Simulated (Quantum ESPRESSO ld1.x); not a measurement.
Task: Species: W5+. Configuration: [Xe] 4f14 5d1. All-electron calculation, scalar-relativistic Kohn-Sham, LDA (Slater exchange, Perdew-Wang correlation), spin-polarised, spherical densities, point nucleus; open shells are filled with parallel spins first. Program: ld1.x of Quantum ESPRESSO 7.5. Some entries of the table are withheld. Estimate them.

orbital  occ.  eigenvalue (hartree)  <r^2> (bohr^2)  r(max) (bohr)
1s down     1              -2554.07       0.0004634        0.01146
1s up       1              -2554.07       0.0004634        0.01146
2s up       1              -442.696        0.007126        0.06571
2s down     1              -442.694        0.007126        0.06571
2p up       3              -387.569        0.005895        0.05389
2p down     3              -387.567        0.005895        0.05389
3s up       1              -103.620         0.04629         0.1854
3s down     1              -103.619         0.04629         0.1854
3p up       3              -87.2981         0.04704         0.1835
3p down     3              -87.2970         0.04704         0.1835
3d up       5              -68.4988         0.03900         0.1493
3d down     5              -68.4971         0.03900         0.1493
4s up       1              -23.0877          0.2284         0.4207
4s down     1              -23.0855          0.2284         0.4207
4p up       3              -17.7319          0.2603         0.4413
4p down     3              -17.7296          0.2603         0.4413
4d up       5              -10.9444          0.3033         0.4522
4d down     5              -10.9415          0.3032         0.4522
5s up       1              -5.07228           1.243         0.9585
5s down     1              -5.05156           1.238         0.9573
5p up       3              -3.71487             (1)            (2)
5p down     3              -3.68869             (3)            (4)
4f up       7              -3.41323          0.4534         0.4278
4f down     7              -3.40775          0.4508         0.4277
5d up       1              -2.11732           2.852          1.368
5d down     0              -2.08463           2.852          1.364

Result: 
(1) 5p up <r^2> (bohr^2): 1.642
(2) 5p up r(max) (bohr): 1.080
(3) 5p down <r^2> (bohr^2): 1.635
(4) 5p down r(max) (bohr): 1.078
